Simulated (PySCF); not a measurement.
## How methods differ on the ionisation energy of Ar⁺

Ar⁺ [Ne] 3s2 3p5 (2P) → Ar²⁺ [Ne] 3s2 3p4 (3P), as a difference of total energies. Computed with PySCF 2.14 in aug-cc-pV(Q+d)Z, with no relativity, point nucleus. Correlated levels: valence: [Ne] frozen. The calculations carry no spin-orbit coupling.

| method | ionisation energy (eV) |
| --- | --- |
| UHF | 26.372 |
| LDA | 27.833 |
| PBE | 27.597 |
| PBE0 | 27.610 |
| BHandHLYP | 27.539 |
| LC-wPBE | 27.746 |
| revPBE | 27.543 |
| MP2 (valence) | 27.497 |
| SCS-MP2 (valence) | 27.515 |

Estimate what CAM-B3LYP gives.

27.718 eV, closest to LC-wPBE among the rows shown.

Estimate what r2SCAN gives.

27.668 eV, closest to PBE0 among the rows shown.

A first-order spin-orbit estimate (lowest level to lowest level, LS coupling) adds -0.006 eV.

Errors of the correlated levels include the incompleteness of this basis and the frozen core.

For comparison: 27.630 eV (measured; NIST Atomic Spectra Database, ionization energies).
